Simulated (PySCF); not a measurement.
# Hartree-Fock beside MP2: B2FH3N anion

These are calculations, not measurements. The program is PySCF 2.14.0, an open-source quantum chemistry code, run on an isolated molecule that a program drew, which may never have been made. The molecule is B2FH3N anion (charge -1, singlet), drawn as the SMILES string `[BH3-]N=BF`.

The geometry was optimised and harmonic frequencies were computed with HF and MP2, all in the aug-cc-pVDZ basis, for the commonest isotopes, with a restricted reference for singlets and an unrestricted one otherwise, and a frozen core in MP2. Each result is a local minimum of its method.

Geometry at the HF minimum:
```xyz
7
B2FH3N anion, angstrom
B    -2.1532    0.7745    0.5036
N    -1.6386   -0.5070   -0.2133
B    -1.2338   -1.5148   -0.7771
F    -0.7931   -2.6119   -1.3909
H    -1.3843    1.0775    1.4367
H    -2.2038    1.7224   -0.3044
H    -3.2932    0.5742    0.9660
```

Lengths of the bonds as drawn, in Å (atoms numbered as above):
```
 bond     HF    MP2
B1-N2  1.556  1.564
N2-B3  1.224  1.263
B3-F4  1.332  1.367
B1-H5  1.247  1.243
B1-H6  1.247  1.243
B1-H7  1.246  1.243
```

Rotational constants, in GHz:
| constant | HF | MP2 |
|---|---|---|
| A | 121.7 | 121.6 |
| B | 3.258 | 3.134 |
| C | 3.258 | 3.134 |

Harmonic frequencies in cm^-1, each column in rising order, so a row needn't be the same motion in every method:
| rank | HF | MP2 |
|---|---|---|
| 1 | 182 | 165 |
| 2 | 182 | 165 |
| 3 | 537 | 413 |
| 4 | 537 | 413 |
| 5 | 623 | 590 |
| 6 | 998 | 931 |
| 7 | 998 | 931 |
| 8 | 1097 | 1016 |
| 9 | 1241 | 1180 |
| 10 | 1241 | 1181 |
| 11 | 1254 | 1181 |
| 12 | 2245 | ? |
| 13 | 2249 | 2319 |
| 14 | 2250 | 2319 |
| 15 | 2323 | 2325 |

**Estimate the missing MP2 frequency from the HF column.**

A single factor s that minimises the squared misfit of MP2 against s times HF over the other rows is sum(HF x MP2) / sum(HF^2) = 0.9874, with an rms misfit of 69 cm^-1. For rank 12 it gives 0.9874 x 2245 = 2217 cm^-1. The calculation gives 2020 cm^-1, 197 cm^-1 below the estimate. The drawn bonds are on average 0.9 % longer in MP2 than in HF.
